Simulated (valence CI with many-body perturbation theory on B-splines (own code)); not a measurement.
Results of a calculation; reference values are marked as such.
# Ge9+: what each term of the Hamiltonian does

Level of theory: configuration interaction combined with many-body perturbation theory (CI+MBPT): five valence electrons over a frozen Dirac-Fock core [Ar], a basis of 7 s, 7 p, 8 d, 6 f, 4 g, 1 h functions for each j, with the one-electron correlation potential Σ1 (screened to all orders), the two-electron term Σ2, the three-electron term Σ3, Breit, model QED; selected single and double excitations, second order for the rest, scaled by the run's own slope (own B-spline code, finite nucleus).

No measured levels were compared; by estimate terms of the open shell hold to 2 to 4 % of their energy, and close levels can change places. Only levels of the ground parity were solved; by the run's estimate the other parity begins above the list, which can be wrong where configurations are misplaced.

Each rung adds one term. CI alone is the Dirac-Coulomb CI over the frozen core; QED comes last and gives the full result, which names the levels. Energies are above 3d5 6S_5/2 on the same rung, in eV.

Names give the largest LS component (configuration and term), which can be under half, so a name can repeat, a term be missing and a line seem to break the LS rules; names also repeat where a configuration has a term twice. Letters in brackets count levels of one name in rising energy.

```tsv
Level	CI alone	Σ1	Σ2	Σ3	Breit	QED	Full
3d5 4G_5/2	7.465	+0.0369	-0.2414	-0.0870	+0.0145	-0.0001	7.188
3d5 4G_11/2	7.546	+0.0384	-0.2421	-0.0915	-0.0571	+0.0003	7.194
3d5 4G_7/2	7.515	+0.0400	-0.2363	-0.0852	-0.0084	+0.0002	7.225
3d5 4G_9/2	7.546	+0.0417	-0.2333	-0.0900	-0.0333	+0.0004	7.231
3d5 4P_5/2	8.181	+0.0327	-0.2058	-0.1450	+0.0360	-0.0013	7.898
3d5 4P_3/2	8.278	+0.0375	-0.1878	-0.1492	+0.0297	-0.0007	8.008
3d5 4P_1/2	8.388	+0.0427	-0.1454	-0.1648	+0.0165	0.0000	8.137
3d5 4D_7/2	9.145	+0.0478	-0.3999	-0.0378	-0.0117	+0.0002	8.744
3d5 4D_1/2	9.266	+0.0545	-0.3599	-0.0584	+0.0027	+0.0011	8.906
3d5 4D_5/2	9.339	+0.0575	-0.3129	-0.0718	-0.0252	+0.0016	8.988
3d5 4D_3/2	9.337	+0.0583	-0.3173	-0.0749	-0.0146	+0.0016	8.990
3d5 2I_11/2	10.826	+0.0527	-0.2699	-0.1812	-0.0351	0.0000	10.393
3d5 2I_13/2	10.936	+0.0591	-0.2599	-0.1795	-0.0861	+0.0007	10.470
3d5 2D_5/2 [a]	11.457	+0.0508	-0.2854	-0.2142	+0.0326	-0.0008	11.040
3d5 2D_3/2 [a]	11.779	+0.0580	-0.3077	-0.1951	+0.0140	0.0000	11.348
3d5 2F_7/2 [a]	12.149	+0.0617	-0.3118	-0.2104	-0.0052	-0.0001	11.683
3d5 4F_9/2	12.239	+0.0620	-0.3368	-0.0713	-0.0174	-0.0001	11.875
3d5 4F_5/2	12.324	+0.0688	-0.2964	-0.0958	+0.0016	+0.0007	12.003
3d5 4F_7/2	12.387	+0.0742	-0.2237	-0.1280	-0.0228	+0.0015	12.088
3d5 4F_3/2	12.552	+0.0792	-0.2855	-0.1035	-0.0119	+0.0018	12.232
3d5 2H_9/2	12.970	+0.0677	-0.2742	-0.1812	-0.0185	+0.0002	12.564
3d5 2F_5/2 [a]	12.912	+0.0950	-0.2058	-0.1825	-0.0538	+0.0040	12.569
3d5 2H_11/2	13.301	+0.0791	-0.1721	-0.2281	-0.0712	+0.0019	12.911
3d5 2G_7/2 [a]	13.548	+0.0779	-0.4902	-0.1099	-0.0345	+0.0011	12.993
3d5 2G_9/2 [a]	13.796	+0.0889	-0.3698	-0.1439	-0.0631	+0.0026	13.311
3d5 2F_5/2 [b]	14.462	+0.0818	-0.5859	-0.1106	-0.0071	+0.0009	13.842
3d5 2F_7/2 [b]	14.489	+0.0831	-0.5859	-0.0223	-0.0339	+0.0015	13.931
3d5 2S_1/2	15.844	+0.0862	-0.7517	-0.0314	+0.0037	+0.0009	15.152
3d5 2D_3/2 [b]	17.462	+0.0956	-0.5566	-0.0993	+0.0104	+0.0010	16.913
3d5 2D_5/2 [b]	17.535	+0.1006	-0.5471	-0.0822	-0.0168	+0.0016	16.991
3d5 2G_9/2 [b]	19.376	+0.1072	-0.6052	-0.0434	-0.0320	+0.0012	18.804
```

The middle columns are the shifts that each term adds.

(1) How does the ionisation energy move along the ladder, and which term matters most?

## Answers

(1) CI alone 242.84, + Σ1 244.81, + Σ2 250.89, + Σ3 250.89, + Breit 250.92, + QED 250.93 eV. The largest step is Σ2, 6.07 eV. NIST lists 252.1 ± 2.2 eV (theoretical).
